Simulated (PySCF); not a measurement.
Molecule: `C=CC(=O)C(C)(C)C`, C7H12O.

Bonds (- single, = double, # triple, : aromatic): C1=C2, C2-C3, C3=O4, C3-C5, C5-C6, C5-C7, C5-C8. C1 carries H9, H10; C2 carries H11; C6 carries H12, H13, H14; C7 carries H15, H16, H17; C8 carries H18, H19, H20. H9 is cis to C3; H10 is trans to C3.

Geometry PBE0-D3(BJ)/def2-SVP throughout; GIAO in PySCF 2.14, gas phase, one conformer, non-relativistic; equivalent atoms averaged; basis pcSseg-1.

Q: How do the absolute shieldings σ depend on the functional? (a selection of nuclei; ppm; last column core-seconds on shared hosts with different chips, so compare them loosely; the GGAs took longer than the global hybrids here, which isn't the general rule, and the cause wasn't traced)

A: 
```
functional                    kind     C3    C1    C2     C5  C6/C7/C8      O4     H9    H10  H12/H13/H14/H15/H16/H17/H18/H19/H20  core-s
        HF            Hartree–Fock  -15.4  47.7  57.7  155.0     165.8  -259.2  24.35  25.38                                30.63      11
       PBE                     GGA  -23.4  44.4  45.1  133.8     152.0  -271.8  24.30  25.33                                30.11      40
      BLYP                     GGA  -29.5  40.3  39.9  127.9     146.7  -273.1  24.56  25.63                                30.26      36
      BP86                     GGA  -23.8  43.9  44.8  133.0     151.6  -267.4  24.36  25.40                                30.17      36
       KT2                     GGA   -8.0  56.0  56.9  138.2     155.9  -223.3  24.40  25.45                                30.09      55
     B97-D                     GGA  -18.9  47.9  48.8  133.7     151.5  -247.1  24.59  25.64                                30.29      36
      PBE0           global hybrid  -21.1  45.1  48.4  140.8     157.3  -277.4  24.23  25.21                                30.20      28
 CAM-B3LYP  range-separated hybrid  -27.7  40.5  43.5  138.6     155.2  -281.7  24.29  25.28                                30.26      31
   LC-wPBE  range-separated hybrid  -22.7  43.5  48.6  146.9     162.4  -281.5  24.15  25.06                                30.27      60
```

Q: Which nucleus among those listed moves most, in ppm?

A: O4 (ketone oxygen): from -281.7 ppm with CAM-B3LYP to -223.3 ppm with KT2. The smallest spread is 0.44 ppm, at H9. Proton shifts span only some 12 ppm, so a few tenths of a ppm matter as much there as several ppm in carbon.
